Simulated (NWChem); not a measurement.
System: HfO2; SMILES [O]=[Hf]=[O]

Input file for NWChem:

```
start job
memory heap 200 mb stack 900 mb global 1100 mb
geometry units angstroms noautoz
  Hf     0.000000     0.000000     0.245504
  O      1.431920     0.000000    -0.842568
  O     -1.431920     0.000000    -0.842568
end
basis spherical
  * library def2-svp
end
ecp
  Hf library def2-ecp
end
dft
  xc r2scan
  iterations 150
  mulliken
end
task dft energy
```

Geometry: optimised at PBE-D3(BJ)/def2-SVP. def2 effective core potentials on Hf; no spin-orbit coupling.

Question: Predict the main results of this run. (r2SCAN/def2-SVP with def2 effective core potentials on Hf.) Quantities: energy (Ha); highest occupied level (eV); orbital gap (eV); dipole (D).

Answer: 
| Quantity | Result |
|---|---|
| energy (Ha) | -198.31 |
| highest occupied level (eV) | -5.39 |
| orbital gap (eV) | 1.73 |
| dipole (D) | 7.82 |
